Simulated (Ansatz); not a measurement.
Calculated with Ansatz (gas phase, PBE0-D4/def2-TZVP geometries, no zero-point term in ΔE). CCSD(T)/CBS adds triple-zeta CCSD(T) − MP2 to the extrapolated MP2 energy (def2 sets, frozen cores). This one scheme is used for every species. DFT in def2-TZVPP. One conformer a species, not always the lowest.

Consider the ligand exchange at the Si–O bond: `Cl[SiH2]O[SiH](Cl)Cl` + `C[SiH](S)Cl` → `C[SiH](Cl)S[SiH2]Cl` + `O[SiH](Cl)Cl`.

```tsv
level	ΔE (kJ/mol)
PBE0-D4	35.7
B2PLYP	52.6
SCS-MP2/def2-TZVPP	52.4
HF/CBS(def2)	75.5
```

Problem. What does CCSD(T)/CBS give? (An estimate is asked.)

Solution. Ansatz gave: +46.8 kJ/mol. The listed levels differ from it by -11.1, 5.8, 5.6, 28.7 kJ/mol.

Largest T1 diagnostic among the species: 0.010.

From PBE to PBE0 (25 % exact exchange), in def2-TZVPP and without D4, ΔE moves by +4.6 kJ/mol. In def2-TZVPP, CCSD(T) changes the Hartree–Fock value by −21.9 kJ/mol (the triples alone add −4.7 kJ/mol) and MP2 by −27.6 kJ/mol.
